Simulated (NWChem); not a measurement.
All runs are NWChem calculations. System: AlO, charge 0, spin multiplicity 2, at a geometry optimised with UB3LYP/def2-SVP. The structure started from a generated list of species. Its SCF solution wasn't tested for a lower state. Level: UHF/def2-SVP.

Output (cleaned and shortened):

```
             Northwest Computational Chemistry Package (NWChem) 7.3.0
             --------------------------------------------------------

                                NWChem Input Module
                                -------------------

 Scaling coordinates for geometry "geometry" by  1.889725989
 (inverse scale =  0.529177249)

 Turning off AUTOSYM since
 SYMMETRY directive was detected!

                             Geometry "geometry" -> ""
                             -------------------------

 Output coordinates in angstroms (scale by  1.889725989 to convert to a.u.)

  No.       Tag          Charge          X              Y              Z
 ---- ---------------- ---------- -------------- -------------- --------------
    1 Al                  13.0000     0.00000000     0.00000000     0.62413900
    2 O                    8.0000     0.00000000     0.00000000    -1.01422600

 Effective nuclear repulsion energy (a.u.)      33.5910703024

            Nuclear Dipole moment (a.u.)
            ----------------------------
        X                 Y               Z
 ---------------- ---------------- ----------------
     0.0000000000     0.0000000000    -0.0000018897

      Symmetry information
      --------------------

 Group name             C2v
 Group number             16
 Group order               4
 No. of unique centers     2

      Symmetry unique atoms

     1    2


 Summary of "ao basis" -> "" (spherical)
 ------------------------------------------------------------------------------
       Tag                 Description            Shells   Functions and Types
 ---------------- ------------------------------  ------  ---------------------
 *                          def2-svp                  on all atoms

 Summary of "ao basis" -> "ao basis" (spherical)
 ------------------------------------------------------------------------------
       Tag                 Description            Shells   Functions and Types
 ---------------- ------------------------------  ------  ---------------------
 Al                         def2-svp                 8       18   4s3p1d
 O                          def2-svp                 6       14   3s2p1d

                                 NWChem SCF Module
                                 -----------------

  ao basis        = "ao basis"
  functions       =    32
  atoms           =     2
  alpha electrons =    11
  beta  electrons =    10
  charge          =   0.00
  wavefunction    = UHF
  use symmetry    = T
  symmetry adapt  = T

 Summary of "ao basis" -> "ao basis" (spherical)
 ------------------------------------------------------------------------------
       Tag                 Description            Shells   Functions and Types
 ---------------- ------------------------------  ------  ---------------------
 Al                         def2-svp                 8       18   4s3p1d
 O                          def2-svp                 6       14   3s2p1d

      Symmetry analysis of basis
      --------------------------

        a1         16
        a2          2
        b1          7
        b2          7

 Forming initial guess at       0.1s

   Symmetry analysis of molecular orbitals - initial alpha
   -------------------------------------------------------

  Numbering of irreducible representations:

     1 a1          2 a2          3 b1          4 b2

  Orbital symmetries:

     1 a1          2 a1          3 a1          4 b2          5 b1
     6 a1          7 a1          8 a1          9 b2         10 b1
    11 a1         12 b1         13 b2         14 a1         15 a1
    16 b1         17 b2         18 a1         19 a2         20 a1
    21 b1

   Symmetry analysis of molecular orbitals - initial beta
   ------------------------------------------------------

  Numbering of irreducible representations:

     1 a1          2 a2          3 b1          4 b2

  Orbital symmetries:

     1 a1          2 a1          3 a1          4 b2          5 b1
     6 a1          7 a1          8 a1          9 b2         10 b1
    11 a1         12 b1         13 b2         14 a1         15 a1
    16 b1         17 b2         18 a1         19 a2         20 a1
    21 b1

 Starting SCF solution at       0.1s
[...]
   Bfn.  Coefficient  Atom+Function         Bfn.  Coefficient  Atom+Function
  ----- ------------  ---------------      ----- ------------  ---------------
    22      0.619368  2 O  px                25      0.460843  2 O  px

 Vector   10  Occ=1.000000D+00  E=-5.215220D-01  Symmetry=b2
              MO Center= -1.1D-17, -3.8D-17, -9.4D-01, r^2= 7.2D-01
   Bfn.  Coefficient  Atom+Function         Bfn.  Coefficient  Atom+Function
  ----- ------------  ---------------      ----- ------------  ---------------
    23      0.619368  2 O  py                26      0.460843  2 O  py

 Vector   11  Occ=1.000000D+00  E=-3.464622D-01  Symmetry=a1
              MO Center=  4.4D-16, -3.8D-17,  1.2D+00, r^2= 2.2D+00
   Bfn.  Coefficient  Atom+Function         Bfn.  Coefficient  Atom+Function
  ----- ------------  ---------------      ----- ------------  ---------------
     3      0.604279  1 Al s                  4      0.405872  1 Al s
     2      0.328280  1 Al s                 13      0.241611  1 Al pz
    10      0.234254  1 Al pz

 Vector   12  Occ=0.000000D+00  E= 6.248570D-02  Symmetry=b1
              MO Center= -4.5D-16,  1.2D-17,  7.2D-01, r^2= 4.3D+00
   Bfn.  Coefficient  Atom+Function         Bfn.  Coefficient  Atom+Function
  ----- ------------  ---------------      ----- ------------  ---------------
    11      0.907212  1 Al px                25     -0.222530  2 O  px
     8      0.192689  1 Al px                22     -0.158841  2 O  px

 Vector   13  Occ=0.000000D+00  E= 6.248570D-02  Symmetry=b2
              MO Center=  3.0D-17, -3.1D-17,  7.2D-01, r^2= 4.3D+00
   Bfn.  Coefficient  Atom+Function         Bfn.  Coefficient  Atom+Function
  ----- ------------  ---------------      ----- ------------  ---------------
    12      0.907212  1 Al py                26     -0.222530  2 O  py
     9      0.192689  1 Al py                23     -0.158841  2 O  py

 Vector   14  Occ=0.000000D+00  E= 1.483999D-01  Symmetry=a1
              MO Center= -8.1D-17, -7.0D-17, -7.4D-03, r^2= 5.2D+00
   Bfn.  Coefficient  Atom+Function         Bfn.  Coefficient  Atom+Function
  ----- ------------  ---------------      ----- ------------  ---------------
    13      1.093964  1 Al pz                 4     -0.890679  1 Al s
    21      0.696116  2 O  s                  3      0.258353  1 Al s

                     UHF Final Beta Molecular Orbital Analysis
                     -----------------------------------------

 Vector    8  Occ=1.000000D+00  E=-4.724054D-01  Symmetry=b2
              MO Center= -8.1D-18, -1.4D-15, -8.9D-01, r^2= 8.4D-01
   Bfn.  Coefficient  Atom+Function         Bfn.  Coefficient  Atom+Function
  ----- ------------  ---------------      ----- ------------  ---------------
    23      0.583622  2 O  py                26      0.468351  2 O  py

 Vector    9  Occ=1.000000D+00  E=-4.724054D-01  Symmetry=b1
              MO Center= -6.3D-16,  2.7D-18, -8.9D-01, r^2= 8.4D-01
   Bfn.  Coefficient  Atom+Function         Bfn.  Coefficient  Atom+Function
  ----- ------------  ---------------      ----- ------------  ---------------
    22      0.583622  2 O  px                25      0.468351  2 O  px

 Vector   10  Occ=1.000000D+00  E=-3.558526D-01  Symmetry=a1
              MO Center=  9.9D-16,  3.7D-15,  6.3D-01, r^2= 2.4D+00
   Bfn.  Coefficient  Atom+Function         Bfn.  Coefficient  Atom+Function
  ----- ------------  ---------------      ----- ------------  ---------------
     3      0.777041  1 Al s                  2      0.403538  1 Al s
     4      0.270176  1 Al s                 21     -0.241960  2 O  s
    24      0.155569  2 O  pz

 Vector   11  Occ=0.000000D+00  E= 3.017057D-02  Symmetry=a1
              MO Center= -9.1D-16, -1.0D-15, -2.0D-02, r^2= 3.5D+00
   Bfn.  Coefficient  Atom+Function         Bfn.  Coefficient  Atom+Function
  ----- ------------  ---------------      ----- ------------  ---------------
     4      0.671949  1 Al s                  3     -0.410056  1 Al s
    24     -0.388562  2 O  pz                27     -0.382800  2 O  pz
    13      0.320841  1 Al pz                10      0.264145  1 Al pz
    21      0.216720  2 O  s                  7     -0.165281  1 Al pz

 Vector   12  Occ=0.000000D+00  E= 7.028232D-02  Symmetry=b2
              MO Center=  4.9D-17, -1.0D-15,  6.8D-01, r^2= 4.3D+00
   Bfn.  Coefficient  Atom+Function         Bfn.  Coefficient  Atom+Function
  ----- ------------  ---------------      ----- ------------  ---------------
    12      0.901085  1 Al py                26     -0.263003  2 O  py
     9      0.197069  1 Al py                23     -0.188388  2 O  py

 Vector   13  Occ=0.000000D+00  E= 7.028232D-02  Symmetry=b1
              MO Center=  5.0D-16, -2.0D-17,  6.8D-01, r^2= 4.3D+00
   Bfn.  Coefficient  Atom+Function         Bfn.  Coefficient  Atom+Function
  ----- ------------  ---------------      ----- ------------  ---------------
    11      0.901085  1 Al px                25     -0.263003  2 O  px
     8      0.197069  1 Al px                22     -0.188388  2 O  px

 center of mass
 --------------
 x =   0.00000000 y =   0.00000000 z =   0.02716443

 moments of inertia (a.u.)
 ------------------
          96.258034831943           0.000000000000           0.000000000000
           0.000000000000          96.258034831943           0.000000000000
           0.000000000000           0.000000000000           0.000000000000

  Mulliken analysis of the total density
  --------------------------------------

    Atom       Charge   Shell Charges
 -----------   ------   -------------------------------------------------------
    1 Al  13    12.47   2.00  2.00  1.22  0.51  5.93  0.39  0.28  0.14
    2 O    8     8.53   1.99  1.11  0.78  2.70  1.95  0.00

  Mulliken analysis of the alpha density
  --------------------------------------

    Atom       Charge   Shell Charges
 -----------   ------   -------------------------------------------------------
    1 Al  13     6.32   1.00  1.00  0.56  0.30  2.97  0.26  0.15  0.08
    2 O    8     4.68   1.00  0.58  0.37  1.66  1.09  0.00

   Mulliken analysis of the beta density
   -------------------------------------

    Atom       Charge   Shell Charges
 -----------   ------   -------------------------------------------------------
    1 Al  13     6.15   1.00  1.00  0.66  0.20  2.96  0.14  0.12  0.07
    2 O    8     3.85   1.00  0.53  0.41  1.04  0.87  0.00

   Mulliken analysis of the spin density
   -------------------------------------

    Atom       Charge   Shell Charges
 -----------   ------   -------------------------------------------------------
    1 Al  13     0.16  -0.00 -0.00 -0.10  0.10  0.00  0.12  0.03  0.01
    2 O    8     0.84  -0.00  0.05 -0.05  0.62  0.22  0.00

       Multipole analysis of the density wrt the origin
       ------------------------------------------------

     L   x y z        total         alpha         beta         nuclear
     -   - - -        -----         -----         ----         -------
     0   0 0 0     -0.000000    -11.000000    -10.000000     21.000000

     1   1 0 0     -0.000000     -0.000000     -0.000000      0.000000
     1   0 1 0     -0.000000     -0.000000     -0.000000      0.000000
     1   0 0 1      0.731564      0.848188     -0.116622     -0.000002

     2   2 0 0    -12.026286     -6.286466     -5.739820      0.000000
     2   1 1 0      0.000000      0.000000      0.000000      0.000000
     2   1 0 1     -0.000000     -0.000000      0.000000      0.000000
     2   0 2 0    -12.026286     -6.286466     -5.739820      0.000000
     2   0 1 1     -0.000000      0.000000     -0.000000      0.000000
     2   0 0 2    -15.287786    -35.256993    -27.502302     47.471509

 Task  times  cpu:        0.2s     wall:        0.2s

 Total times  cpu:        0.3s     wall:        0.3s
```

### Question
Write an NWChem input that would produce this output.

### Answer
One answer among several that fit: 
```
start mol
memory heap 200 mb stack 900 mb global 1100 mb
geometry units angstroms nocenter noautoz
  Al     0.000000     0.000000     0.624139
  O      0.000000     0.000000    -1.014226
  symmetry group C2v
end
basis spherical
  * library def2-svp
end
scf
  uhf
  nopen 1
  maxiter 100
  thresh 1e-7
  semidirect memsize 60000000 filesize 0
  # guess.movecs holds the orbitals of an unrestricted PBE0 run
  vectors input guess.movecs output mol.movecs
end
task scf energy
```
